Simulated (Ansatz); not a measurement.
One elementary step

Start structure (AlN2H7O, closed shell), relaxed at PBE0-D4/def2-TZVP:

```
11
angstrom
Al 0.3798 0.1586 0.3194
O 0.6278 1.8345 0.1972
N 1.0514 -0.9866 -0.8513
N -0.5390 -0.3998 1.7169
H -1.9431 0.7854 -1.2187
H -1.6274 0.2187 -1.5926
H 1.1448 2.2546 -0.4853
H 0.9888 -1.9881 -0.7754
H 1.5959 -0.7373 -1.6594
H -0.9068 0.2149 2.4232
H -0.7721 -1.3550 1.9260
```

The step: AlN₂H₅O ([NH2][Al]([NH2])[OH]) + H₂ → AlN₂H₅ ([NH2][AlH][NH2]) + H₂O (still joined by a long Al–O bond); bonds formed: Al1–H6, O2–H5; bonds broken: H5–H6; bonds weakened to dative contacts: Al1–O2. Program: Ansatz 0.2.0. Basis: def2-TZVPP and def2-QZVPP. Cores are frozen in the correlated methods. Extrapolation: Hartree–Fock as exp(−7.88 √X), correlation as X^−2.97. Energies below are by CCSD(T) at an estimated basis limit (MP2 extrapolated from triple and quadruple zeta, plus CCSD(T) − MP2 in triple zeta).

Problem. What are the electronic barrier and the energy of the step, from the start structure to the end structure? (Judge from chemistry; the value comes from the calculation.)

Solution. Computed: Barrier 1.248 eV; step energy 0.551 eV (uphill); reverse barrier, their difference, 0.697 eV. Barrier and step energy count from the start structure, the reverse barrier from the end structure.

The saddle point: One imaginary mode of 1149i cm⁻¹.
```
  pair  start (Å)  saddle (Å)  end (Å)
Al1–H6       2.77        1.78     1.59
 O2–H5       3.12        1.20     0.96
Al1–O2       1.70        1.87     2.03
 H5–H6       0.75        1.09     2.80
```

Zero-point energy (harmonic, PBE0-D4): ZPE is 2.076 eV at the start and 2.156 eV at the saddle, so the barrier goes from 1.248 to 1.328 eV.

No T1 diagnostic of these runs exceeds 0.012.

Labels in which every atom is bracketed show which atoms are joined, not bond orders.

For scale, one of the runs: CCSD(T)/def2-TZVPP, 233 basis functions, launched by `ansatz run in.yaml --threads 4 --pin off --events-out ev --progress --plain --max-ram 9574MiB`. Time: 100 s of wall clock on 4 CPU threads of an Intel Xeon; the host was shared. Peak host memory: 4.2 GiB.
